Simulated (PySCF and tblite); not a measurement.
Results of a calculation; reference values are marked as such.
System: C₅H₆Br (charge +1), numbered as in [CH2:1]=[CH:2][CH+:3]/[CH:4]=[CH:5]\[Br:6].

For the rotation about the C2–C3 bond (torsion C1–C2–C3–C4 from 180° to 358°, rising): electronic barrier 17.81 kcal/mol, zero-point change -1.37 kcal/mol, thermal and entropy terms at 250 K a further 0.15 kcal/mol (symmetry numbers apart). The minimum is Cs, the saddle C1. Level: CAM-B3LYP/pcSseg-1 + D3(BJ), IEF-PCM chloroform on GFN2-xTB stationary points, with GFN2-xTB thermal terms. Rate constants are transition-state-theory values, counting equivalent paths, without tunnelling. Run with tblite and PySCF.

How many equivalent paths lead out of the minimum?

2: the symmetry number of the minimum is 1, that of the saddle displaced along its mode 1, and the displaced saddle is chiral while the minimum is not, which doubles the count.

Work out the rate at 250 K.

ΔG‡ = 16.59 kcal/mol; k_B T/h = 5.2×10¹² s⁻¹; exp(−ΔG‡/RT) = 3.1×10⁻¹⁵; times 2 gives k = 0.033 s⁻¹. Wigner's tunnelling factor for the 456i cm⁻¹ mode would be 1.29.

The ion is treated without a counter-ion. Spin–orbit effects of heavy atoms on shieldings are missing.
